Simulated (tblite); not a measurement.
A geometry optimisation, step by step.

Species: C6H14AsB.
Bonds: C1–C2 (double), C2–B3, B3–As4, As4–C5, C5–C6, C5–C7, C5–C8. Hydrogens: H9, H10 on C1; H11 on C2; H12 on B3; H13 on As4; H14, H15, H16 on C6; H17, H18, H19 on C7; H20, H21, H22 on C8.

Computed with GFN2-xTB (tblite), gas phase: L-BFGS steps from a force-field or distance-geometry start until the largest atomic force falls under 0.01 eV/Å. 8 of its 177 geometries are shown.

Step 0: E = -638.5268 eV, largest atomic force 3.419 eV/Å
```
atom  x, y, z in Å  |  force x, y, z in eV/Å
C1      3.637    0.091    0.414    0.098   0.697  -0.534
C2      3.198    0.968   -0.508   -0.547  -0.930  -0.392
B3      1.722    0.971   -1.010   -0.413   0.316   0.343
As4     0.608   -0.617   -0.543    3.193  -0.263   1.193
C5     -1.172   -0.324    0.120   -1.758  -0.687  -1.815
C6     -1.770   -1.662    0.553    1.020   0.039   0.816
C7     -2.018    0.157   -1.057   -0.452   0.399  -0.204
C8     -1.307    0.618    1.268   -0.624   0.879   1.228
H9      4.672    0.159    0.709   -0.019  -0.322   0.366
H10     2.958   -0.649    0.852    0.481   0.308  -0.117
H11     3.881    1.703   -0.925    0.087  -0.099   0.190
H12     1.264    2.067   -1.145   -0.160  -0.348   0.079
H13     0.796   -1.820   -1.484   -0.678   0.604  -0.024
H14    -1.746   -2.390   -0.264   -0.357   0.150   0.182
H15    -1.081   -2.037    1.353   -0.810  -0.078  -0.311
H16    -2.771   -1.438    0.951    0.323  -0.706  -0.168
H17    -1.774    1.222   -1.214   -0.502  -0.334  -0.140
H18    -3.093   -0.017   -0.835    0.455   0.551  -0.293
H19    -1.780   -0.387   -1.991   -0.128   0.141   0.434
H20    -0.815    0.250    2.210   -0.196   0.380  -0.933
H21    -2.404    0.687    1.492    0.711  -0.026   0.044
H22    -1.015    1.667    1.054    0.277  -0.670   0.056
```

Step 25: E = -639.9328 eV, largest atomic force 0.248 eV/Å
```
atom  x, y, z in Å  |  force x, y, z in eV/Å
C1      3.830    0.191    0.387    0.030   0.042  -0.012
C2      3.159    0.934   -0.497   -0.009   0.040   0.032
B3      1.624    0.873   -0.667   -0.026  -0.047  -0.036
As4     0.719   -0.871   -0.183    0.113   0.034   0.031
C5     -1.233   -0.391    0.138   -0.247  -0.007   0.022
C6     -1.883   -1.714    0.555   -0.010  -0.044  -0.001
C7     -1.956    0.147   -1.093    0.014   0.018  -0.046
C8     -1.325    0.634    1.268    0.017  -0.015  -0.036
H9      4.893    0.290    0.542    0.052   0.002   0.005
H10     3.331   -0.533    1.018   -0.047   0.008  -0.027
H11     3.744    1.652   -1.067   -0.024   0.003  -0.037
H12     1.072    1.801   -1.133   -0.037   0.011   0.091
H13     0.569   -1.159   -1.659   -0.039  -0.036   0.018
H14    -1.832   -2.413   -0.282   -0.063  -0.016   0.007
H15    -1.335   -2.164    1.386   -0.027   0.058   0.060
H16    -2.929   -1.603    0.852    0.081   0.100  -0.057
H17    -1.630    1.160   -1.328    0.060  -0.038  -0.024
H18    -3.039    0.176   -0.936    0.129   0.001   0.046
H19    -1.758   -0.491   -1.956   -0.046   0.019  -0.006
H20    -0.778    0.293    2.150   -0.005  -0.048   0.001
H21    -2.359    0.826    1.561    0.030  -0.095  -0.048
H22    -0.893    1.582    0.945    0.054   0.011   0.018
```

Step 50: E = -640.0117 eV, largest atomic force 0.068 eV/Å
```
atom  x, y, z in Å  |  force x, y, z in eV/Å
C1      3.873    0.296    0.318    0.006  -0.010  -0.019
C2      3.098    0.960   -0.542   -0.011   0.014   0.013
B3      1.563    0.824   -0.556   -0.023  -0.016   0.017
As4     0.727   -0.969   -0.143   -0.001  -0.003   0.033
C5     -1.225   -0.446    0.124   -0.030   0.004  -0.003
C6     -2.002   -1.697    0.543    0.023   0.006  -0.003
C7     -1.842    0.145   -1.137   -0.007   0.017  -0.011
C8     -1.276    0.564    1.270   -0.010  -0.017  -0.019
H9      4.935    0.469    0.413    0.018   0.005  -0.026
H10     3.452   -0.436    0.995   -0.013   0.000  -0.002
H11     3.581    1.697   -1.179    0.012   0.001  -0.001
H12     0.935    1.798   -0.757    0.004  -0.006   0.000
H13     0.603   -1.271   -1.618   -0.007  -0.026   0.019
H14    -1.942   -2.468   -0.228    0.006   0.037  -0.002
H15    -1.579   -2.103    1.464   -0.008  -0.027  -0.017
H16    -3.055   -1.469    0.723    0.057   0.016  -0.034
H17    -1.289    1.023   -1.466    0.015   0.019   0.012
H18    -2.877    0.444   -0.965   -0.001  -0.005   0.031
H19    -1.834   -0.585   -1.948    0.009  -0.024   0.030
H20    -0.788    0.148    2.155   -0.021   0.015  -0.004
H21    -2.307    0.806    1.532    0.013   0.014  -0.010
H22    -0.763    1.488    1.001   -0.029  -0.015  -0.003
```

Step 75: E = -640.0351 eV, largest atomic force 0.106 eV/Å
```
atom  x, y, z in Å  |  force x, y, z in eV/Å
C1      3.957    0.301    0.165   -0.017  -0.020  -0.039
C2      3.092    0.980   -0.592    0.001  -0.029  -0.034
B3      1.560    0.827   -0.479    0.014  -0.032   0.009
As4     0.739   -0.924    0.101   -0.061   0.040  -0.004
C5     -1.245   -0.435    0.170    0.102   0.002   0.030
C6     -2.037   -1.703    0.490    0.058   0.030  -0.028
C7     -1.751    0.180   -1.128    0.037  -0.031   0.051
C8     -1.410    0.561    1.315   -0.014   0.007   0.020
H9      5.026    0.461    0.138   -0.044   0.023   0.004
H10     3.603   -0.442    0.869    0.025  -0.009  -0.003
H11     3.502    1.733   -1.264    0.000  -0.052   0.025
H12     0.921    1.796   -0.656   -0.029   0.042   0.032
H13     0.719   -1.496   -1.299   -0.003   0.060   0.035
H14    -1.927   -2.433   -0.313   -0.025   0.014  -0.021
H15    -1.667   -2.163    1.409   -0.033   0.049   0.005
H16    -3.097   -1.475    0.614    0.018  -0.035  -0.014
H17    -1.134    1.026   -1.425    0.014   0.014  -0.014
H18    -2.772    0.542   -1.009   -0.064  -0.042  -0.008
H19    -1.739   -0.556   -1.930    0.011  -0.013  -0.030
H20    -1.018    0.139    2.243    0.017   0.011  -0.002
H21    -2.459    0.809    1.477   -0.019  -0.009  -0.027
H22    -0.874    1.488    1.102    0.012  -0.021   0.012
```

Step 101: E = -640.1006 eV, largest atomic force 0.106 eV/Å
```
atom  x, y, z in Å  |  force x, y, z in eV/Å
C1      3.995    0.170   -0.207   -0.039   0.031  -0.006
C2      3.039    0.907   -0.773   -0.052   0.044   0.023
B3      1.584    0.924   -0.256   -0.011   0.019   0.041
As4     0.741   -0.697    0.546   -0.039   0.007   0.007
C5     -1.256   -0.362    0.282    0.053  -0.075  -0.010
C6     -1.994   -1.691    0.414    0.019  -0.039  -0.009
C7     -1.556    0.212   -1.097   -0.002   0.032   0.052
C8     -1.721    0.581    1.386    0.062   0.009  -0.085
H9      5.038    0.239   -0.475    0.001  -0.021  -0.028
H10     3.748   -0.511    0.598    0.039  -0.054   0.005
H11     3.339    1.603   -1.554   -0.008  -0.061   0.026
H12     1.064    1.976   -0.171   -0.036   0.049  -0.010
H13     0.917   -1.571   -0.670   -0.024  -0.004   0.006
H14    -1.670   -2.375   -0.371   -0.021  -0.048   0.008
H15    -1.792   -2.155    1.379    0.000   0.002   0.016
H16    -3.071   -1.540    0.319    0.046  -0.038   0.012
H17    -1.121    1.202   -1.223    0.061   0.001   0.009
H18    -2.633    0.300   -1.246   -0.008  -0.005  -0.017
H19    -1.157   -0.449   -1.868   -0.018   0.052  -0.020
H20    -1.549    0.136    2.369    0.005   0.009  -0.058
H21    -2.784    0.796    1.286   -0.023   0.026   0.017
H22    -1.173    1.522    1.334   -0.003   0.062   0.022
```

Step 126: E = -640.1235 eV, largest atomic force 0.038 eV/Å
```
atom  x, y, z in Å  |  force x, y, z in eV/Å
C1      3.936    0.120   -0.368   -0.013   0.001   0.003
C2      2.927    0.898   -0.759    0.022   0.024  -0.017
B3      1.560    0.957   -0.050   -0.021   0.031  -0.008
As4     0.728   -0.668    0.736   -0.024   0.001   0.030
C5     -1.237   -0.357    0.299    0.011  -0.011   0.024
C6     -1.957   -1.700    0.386   -0.009  -0.007   0.013
C7     -1.430    0.235   -1.091    0.009  -0.007   0.008
C8     -1.796    0.596    1.351    0.012  -0.002   0.002
H9      4.910    0.139   -0.832    0.000  -0.007   0.006
H10     3.820   -0.549    0.476    0.006  -0.025  -0.017
H11     3.116    1.569   -1.594   -0.001   0.006   0.016
H12     1.076    2.015    0.128    0.012   0.018  -0.003
H13     0.998   -1.576   -0.438   -0.018  -0.002  -0.024
H14    -1.549   -2.401   -0.343    0.009   0.015  -0.007
H15    -1.833   -2.132    1.380   -0.016  -0.003  -0.007
H16    -3.023   -1.584    0.189    0.004   0.003   0.009
H17    -0.977    1.223   -1.161    0.007  -0.007  -0.001
H18    -2.494    0.331   -1.315    0.009   0.001  -0.021
H19    -0.979   -0.405   -1.850   -0.001  -0.016   0.000
H20    -1.703    0.155    2.345   -0.007   0.013   0.002
H21    -2.850    0.809    1.166    0.002  -0.020   0.001
H22    -1.254    1.542    1.343    0.006  -0.007  -0.010
```

Step 151: E = -640.1343 eV, largest atomic force 0.039 eV/Å
```
atom  x, y, z in Å  |  force x, y, z in eV/Å
C1      3.830    0.044   -0.503   -0.023   0.020   0.001
C2      2.889    0.963   -0.726    0.017  -0.024  -0.013
B3      1.558    1.022    0.053   -0.007   0.004   0.003
As4     0.733   -0.613    0.838    0.010   0.005   0.013
C5     -1.218   -0.352    0.325    0.020   0.000  -0.004
C6     -1.920   -1.705    0.402   -0.008   0.005  -0.002
C7     -1.343    0.203   -1.088    0.006   0.000  -0.009
C8     -1.844    0.614    1.323    0.002  -0.004   0.001
H9      4.785    0.044   -1.006    0.019  -0.002   0.001
H10     3.675   -0.740    0.230    0.009   0.009  -0.018
H11     3.114    1.730   -1.463   -0.012  -0.009   0.036
H12     1.105    2.084    0.288   -0.005  -0.003   0.003
H13     1.040   -1.532   -0.317   -0.008  -0.011  -0.018
H14    -1.468   -2.404   -0.304   -0.002  -0.009   0.016
H15    -1.839   -2.127    1.405    0.014   0.018  -0.010
H16    -2.978   -1.606    0.156   -0.008   0.000  -0.006
H17    -0.869    1.182   -1.161   -0.008   0.015  -0.009
H18    -2.392    0.308   -1.372   -0.003  -0.006   0.003
H19    -0.863   -0.463   -1.806    0.002  -0.014  -0.004
H20    -1.761    0.216    2.336   -0.003   0.007   0.013
H21    -2.900    0.768    1.101   -0.011   0.012   0.003
H22    -1.344    1.583    1.290    0.001  -0.013  -0.001
```

Step 176: E = -640.1380 eV, largest atomic force 0.009 eV/Å
```
atom  x, y, z in Å  |  force x, y, z in eV/Å
C1      3.835    0.059   -0.517    0.001   0.002  -0.003
C2      2.905    1.002   -0.670    0.001   0.004  -0.003
B3      1.556    1.007    0.080    0.002  -0.008   0.004
As4     0.734   -0.660    0.794   -0.002   0.006   0.000
C5     -1.219   -0.364    0.311    0.003  -0.006   0.003
C6     -1.946   -1.701    0.428   -0.002  -0.003  -0.002
C7     -1.358    0.166   -1.111    0.002  -0.003   0.005
C8     -1.808    0.630    1.304    0.001  -0.001  -0.001
H9      4.803    0.100   -0.995    0.000   0.002   0.001
H10     3.659   -0.795    0.127   -0.002   0.001   0.003
H11     3.153    1.837   -1.319    0.000   0.000  -0.002
H12     1.084    2.053    0.349    0.003   0.000   0.004
H13     1.021   -1.533   -0.404    0.003  -0.001  -0.006
H14    -1.497   -2.437   -0.241   -0.002   0.000  -0.003
H15    -1.881   -2.083    1.448    0.001   0.003  -0.005
H16    -2.999   -1.596    0.164   -0.004   0.004   0.007
H17    -0.874    1.137   -1.214    0.007   0.001   0.006
H18    -2.410    0.278   -1.379   -0.003  -0.004   0.001
H19    -0.899   -0.523   -1.822   -0.002  -0.003  -0.002
H20    -1.712    0.251    2.322   -0.003   0.001   0.000
H21    -2.866    0.802    1.101    0.002   0.001  -0.004
H22    -1.290    1.588    1.244   -0.005   0.004  -0.003
```

Q: Summarise the path.

A: The energy falls by 37.16 kcal/mol from step 0 to step 176; nine tenths of that is first reached at step 35. It falls at every step. The largest force goes from 3.419 to 0.009 eV/Å. Among the bonds As4–C5 changes most, from 1.922 to 2.033 Å; the atoms move by 0.908 Å rms after alignment.

The cost below is that of the whole relaxation. Time: 2.7 s. Hardware: one thread of an Arm Neoverse N1, no GPU, on a shared host.
